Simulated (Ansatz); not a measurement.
Calculated with Ansatz (gas phase, PBE0-D4/def2-TZVP geometries, no zero-point term in ΔE). CCSD(T)/CBS adds triple-zeta CCSD(T) − MP2 to the extrapolated MP2 energy (def2 sets, frozen cores). This one scheme is used for every species, atoms too. Functionals use def2-TZVPP. Open shells (•) are unrestricted, without spin–orbit coupling. Spin–orbit coupling would lower the free atoms: a little for B, C, O. Bonds to As are less sure, by a few kJ/mol each and by 10 to 20 or more in all where they break to atoms, as the def2 sets lack core-valence functions. Scalar relativity is left out up to krypton. One conformer a species, not always the lowest.

Reaction (atomization): `B[AsH]CO` → As• + B• + C• + 6 H• + O•

(1) What is ΔE at CCSD(T)/CBS? (An estimate is asked.)

(2) What do these levels give: PBE-QIDH, BHLYP, LC-ωPBE, CCSD(T)/def2-SVP, CCSD(T)/def2-TZVPP, HF/def2-QZVPP? (An estimate is asked.)

Largest T1 diagnostic among the species: 0.014.

Answers

(1) The calculation gave: +3288.1 kJ/mol.

(2) The calculation gave: PBE-QIDH 3259.3, BHLYP 3183.1, LC-ωPBE 3264.2, CCSD(T)/def2-SVP 3079.6, CCSD(T)/def2-TZVPP 3205.8, HF/def2-QZVPP 2334.9 kJ/mol.

From BLYP to BHLYP (50 % exact exchange), in def2-TZVPP and without D4, ΔE moves by −81.9 kJ/mol: exact exchange takes away binding that semilocal exchange gives to molecules. In def2-TZVPP, CCSD(T) changes the Hartree–Fock value by +873.1 kJ/mol (the triples alone add +49.0 kJ/mol) and MP2 by +901.6 kJ/mol; breaking electron pairs costs correlation energy, which Hartree–Fock lacks.

For atomizations the MP2-based limit and the directly extrapolated one differ by several kJ/mol either way, and by 10 to 25 for some Ge, Se and Sn compounds, so smaller differences from it don't rank the levels.
